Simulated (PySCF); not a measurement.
p-xylene (C$_{8}$H$_{10}$), singlet, at a GFN2-xTB geometry; DF-PBE0/pcseg-0 in PySCF.

PySCF was given this input:
```python
from pyscf import gto, scf, dft

mol = gto.M(
    atom='''
C     2.900103    0.104070    0.077873
C     1.403165    0.038320    0.031068
C     0.696808    0.629207   -1.008426
C    -0.684657    0.584877   -1.043000
C    -1.402531   -0.051771   -0.039134
C    -2.901081   -0.083318   -0.065428
C    -0.696232   -0.641430    1.001097
C     0.685231   -0.597064    1.035692
H     3.318995    0.126745   -0.925727
H     3.217876    1.010055    0.595618
H     3.309824   -0.749906    0.612485
H     1.235511    1.127685   -1.802267
H    -1.213644    1.049187   -1.863640
H    -3.278534   -0.985517    0.410767
H    -3.301989    0.775245    0.474933
H    -3.272558   -0.041065   -1.086788
H    -1.234733   -1.144207    1.792360
H     1.214417   -1.065577    1.853812
''',
    basis='pcseg-0',
    charge=0,
    spin=0,
    verbose=4,
)

mf = dft.RKS(mol)
mf.xc = 'pbe0'
mf = mf.density_fit(auxbasis='def2-universal-jkfit')
mf.kernel()
```

Q: What does PySCF print? Leave out banner, timings and long lists.

A: 
```
PySCF version 2.14.0

[INPUT] verbose = 4
[INPUT] num. atoms = 18
[INPUT] num. electrons = 58
[INPUT] charge = 0
[INPUT] spin (= nelec alpha-beta = 2S) = 0
[INPUT] symmetry False subgroup None
[INPUT] Mole.unit = angstrom
[INPUT] Symbol           X                Y                Z      unit          X                Y                Z       unit  Magmom
[INPUT]  1 C      2.900103000000   0.104070000000   0.077873000000 AA    5.480400403030   0.196663797783   0.147158642498 Bohr   0.0
[INPUT]  2 C      1.403165000000   0.038320000000   0.031068000000 AA    2.651597557575   0.072414305093   0.058710011238 Bohr   0.0
[INPUT]  3 C      0.696808000000   0.629207000000  -1.008426000000 AA    1.316776281406   1.189028905659  -1.905648956891 Bohr   0.0
[INPUT]  4 C     -0.684657000000   0.584877000000  -1.043000000000 AA   -1.293814219266   1.105257346557  -1.970984347921 Bohr   0.0
[INPUT]  5 C     -1.402531000000  -0.051771000000  -0.039134000000 AA   -2.650399471212  -0.097833011195  -0.073952542159 Bohr   0.0
[INPUT]  6 C     -2.901081000000  -0.083318000000  -0.065428000000 AA   -5.482248555179  -0.157448201247  -0.123641000878 Bohr   0.0
[INPUT]  7 C     -0.696232000000  -0.641430000000   1.001097000000 AA   -1.315687799158  -1.212127028080   1.891799154124 Bohr   0.0
[INPUT]  8 C      0.685231000000  -0.597064000000   1.035692000000 AA    1.294898922062  -1.128287438837   1.957174229403 Bohr   0.0
[INPUT]  9 H      3.318995000000   0.126745000000  -0.925727000000 AA    6.271991558801   0.239513337658  -1.749370496115 Bohr   0.0
[INPUT] 10 H      3.217876000000   1.010055000000   0.595618000000 AA    6.080904342811   1.908727320748   1.125554894861 Bohr   0.0
[INPUT] 11 H      3.309824000000  -0.749906000000   0.612485000000 AA    6.254660880512  -1.417116959168   1.157428905404 Bohr   0.0
[INPUT] 12 H      1.235511000000   1.127685000000  -1.802267000000 AA    2.334777413888   2.131015804780  -3.405791033342 Bohr   0.0
[INPUT] 13 H     -1.213644000000   1.049187000000  -1.863640000000 AA   -2.293454772722   1.982676083454  -3.521769194784 Bohr   0.0
[INPUT] 14 H     -3.278534000000  -0.985517000000   0.410767000000 AA   -6.195531350075  -1.862357221103   0.776237131009 Bohr   0.0
[INPUT] 15 H     -3.301989000000   0.775245000000   0.474933000000 AA   -6.239854876326   1.465000729438   0.897493297518 Bohr   0.0
[INPUT] 16 H     -3.272558000000  -0.041065000000  -1.086788000000 AA   -6.184238346754  -0.077601603305  -2.053731675464 Bohr   0.0
[INPUT] 17 H     -1.234733000000  -1.144207000000   1.792360000000 AA   -2.333307206963  -2.162237859810   3.387069516625 Bohr   0.0
[INPUT] 18 H      1.214417000000  -1.065577000000   1.853812000000 AA    2.294915531016  -2.013648694636   3.503196966432 Bohr   0.0

nuclear repulsion = 342.359907752699
number of shells = 26
number of NR pGTOs = 150
number of NR cGTOs = 92
basis = pcseg-0
ecp = {}

******** <class 'pyscf.df.df_jk.DFRKS'> ********
method = DFRKS
initial guess = minao
damping factor = 0
level_shift factor = 0
DIIS = <class 'pyscf.scf.diis.CDIIS'>
diis_start_cycle = 1
diis_space = 8
diis_damp = 0
SCF conv_tol = 1e-09
SCF conv_tol_grad = None
SCF max_cycles = 50
direct_scf = False
XC library pyscf.dft.libxc version 7.1.2
    S. Lehtola, C. Steigemann, M. J. T. Oliveira, and M. A. L. Marques,  SoftwareX 7, 1–5 (2018)
XC functionals = pbe0
    C. Adamo and V. Barone,  J. Chem. Phys. 110, 6158 (1999)
    M. Ernzerhof and G. E. Scuseria,  J. Chem. Phys. 110, 5029 (1999)
radial grids:
    Treutler-Ahlrichs [JCP 102, 346 (1995); DOI:10.1063/1.469408] (M4) radial grids

becke partition: Becke, JCP 88, 2547 (1988); DOI:10.1063/1.454033
pruning grids: <function nwchem_prune>
grids dens level: 3
symmetrized grids: False
atomic radii adjust function: <function treutler_atomic_radii_adjust>
small_rho_cutoff = 0
Set gradient conv threshold to 3.16228e-05
Initial guess from minao.
tot grids = 211024
******** <class 'pyscf.df.df.DF'> ********
auxbasis = def2-universal-jkfit
init E= -310.874097228556
  HOMO = -0.283604787842468  LUMO = -0.0805000802131761  gap/eV = 5.52676
cycle= 1 E= -309.705221844053  delta_E= 1.17  |g|= 0.272  |ddm|= 4.55
  HOMO = -0.217696808984545  LUMO = 0.0365769708527043  gap/eV = 6.91914
cycle= 2 E= -309.712730457256  delta_E= -0.00751  |g|= 0.233  |ddm|= 0.622
  HOMO = -0.248194335376591  LUMO = 0.00525837271178164  gap/eV = 6.89680
cycle= 3 E= -309.727143482327  delta_E= -0.0144  |g|= 0.0132  |ddm|= 0.322
  HOMO = -0.248857216953559  LUMO = 0.00431228700242325  gap/eV = 6.88909
cycle= 4 E= -309.727173498653  delta_E= -3e-05  |g|= 0.00804  |ddm|= 0.0227
  HOMO = -0.248130268886085  LUMO = 0.00527687310392211  gap/eV = 6.89556
cycle= 5 E= -309.727190121248  delta_E= -1.66e-05  |g|= 0.000488  |ddm|= 0.0111
  HOMO = -0.24806738157752  LUMO = 0.0052858266300766  gap/eV = 6.89409
cycle= 6 E= -309.727190149891  delta_E= -2.86e-08  |g|= 0.000358  |ddm|= 0.00103
  HOMO = -0.248089931791882  LUMO = 0.00529320581491088  gap/eV = 6.89491
cycle= 7 E= -309.727190181288  delta_E= -3.14e-08  |g|= 2.04e-05  |ddm|= 0.00048
  HOMO = -0.248086451900979  LUMO = 0.00529481340000193  gap/eV = 6.89486
cycle= 8 E= -309.727190181406  delta_E= -1.18e-10  |g|= 1.74e-06  |ddm|= 5.47e-05
  HOMO = -0.248086515454472  LUMO = 0.00529490825335532  gap/eV = 6.89486
Extra cycle  E= -309.727190181411  delta_E= -5.23e-12  |g|= 9.48e-07  |ddm|= 8.84e-06
converged SCF energy = -309.727190181411
```
